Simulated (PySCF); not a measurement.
C3H2BrCl, SMILES ClC=C=CBr. Heavy atoms are numbered as in [Cl:1][CH:2]=[C:3]=[CH:4][Br:5]. Hydrogens are named by the atom that carries them.

Coordinates come from a B3LYP-D3(BJ)/def2-SVP optimisation.

Computed with PBE/pcSseg-1 (PySCF).

GIAO shieldings, no solvent; atoms alike by connectivity are averaged. δ = σ(ref) − σ: ³⁵Cl against HCl (σ = 936.5 ppm); ¹³C against TMS (σ = 182.0 ppm); ¹H against TMS (σ = 31.49 ppm), references at their B3LYP-D3(BJ)/def2-TZVP geometries, non-relativistic (without spin–orbit terms, shifts of atoms bonded to Cl or Br come out too high).

Computed chemical shifts:
```csv
nucleus,atoms,count,δ (ppm)
³⁵Cl,Cl1,1,253.7
¹³C,C3,1,217.5
¹³C,C2 (CH),1,113.8
¹³C,C4 (CH),1,109.3
¹H,H on C4,1,6.97
¹H,H on C2,1,6.93
```
